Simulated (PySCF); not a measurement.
How the method changes the constants of SiPb

State: ³Σ⁻ (triplet), unpaired electrons π ↑↑. Set-up: PySCF, scalar-relativistic core potentials, basis sets Si cc-pV(D+d)Z, Pb cc-pVDZ-PP with ECP60. De refers to Si + Pb in their high-spin ground configurations, without counterpoise correction. The functionals are run spin-unrestricted. A positive dipole means Si(−)Pb(+).

```json
{"Level": "UHF", "Re (Å)": "2.554", "ωe (cm⁻¹)": "357", "De (eV)": "0.84", "μ (D)": "1.69"}
{"Level": "UHF-MP2", "Re (Å)": "2.607", "ωe (cm⁻¹)": "315", "De (eV)": "2.02", "μ (D)": "n/a"}
{"Level": "UHF-SCS-MP2", "Re (Å)": "2.597", "ωe (cm⁻¹)": "324", "De (eV)": "1.80", "μ (D)": "n/a"}
{"Level": "UHF-CCSD", "Re (Å)": "2.607", "ωe (cm⁻¹)": "320", "De (eV)": "1.86", "μ (D)": "n/a"}
{"Level": "UHF-CCSD(T)", "Re (Å)": "2.626", "ωe (cm⁻¹)": "307", "De (eV)": "2.02", "μ (D)": "n/a"}
{"Level": "PBE", "Re (Å)": "2.636", "ωe (cm⁻¹)": "299", "De (eV)": "2.80", "μ (D)": "1.51"}
{"Level": "PBEsol", "Re (Å)": "2.615", "ωe (cm⁻¹)": "306", "De (eV)": "3.01", "μ (D)": "1.38"}
{"Level": "r²SCAN", "Re (Å)": "2.605", "ωe (cm⁻¹)": "314", "De (eV)": "2.55", "μ (D)": "1.57"}
{"Level": "PBE0", "Re (Å)": "2.591", "ωe (cm⁻¹)": "323", "De (eV)": "2.53", "μ (D)": "1.60"}
{"Level": "r²SCAN0", "Re (Å)": "2.574", "ωe (cm⁻¹)": "332", "De (eV)": "2.36", "μ (D)": "1.52"}
{"Level": "M06-2X", "Re (Å)": "2.566", "ωe (cm⁻¹)": "334", "De (eV)": "2.26", "μ (D)": "1.23"}
{"Level": "ωB97X", "Re (Å)": "2.547", "ωe (cm⁻¹)": "352", "De (eV)": "2.45", "μ (D)": "1.86"}
```

The bond length runs from 2.547 Å (ωB97X) to 2.636 Å (PBE). De spans 0.84 eV (UHF, mean field) to 3.01 eV (PBEsol, GGA). Correlation at CCSD(T) changes the Hartree–Fock bond energy by +1.18 eV; the triples alone change it by +0.16 eV.

Correlated steps freeze 9 core orbitals. Correlated levels converge slowly with the basis: in double zeta they bind strong bonds too weakly, by up to about 1 eV, and carry superposition errors of some tenths. Spin–orbit coupling is left out, which matters for elements this heavy, above all for dissociation energies. The state is the lowest determinant that a PBE0 search found; another state may lie lower at other levels.
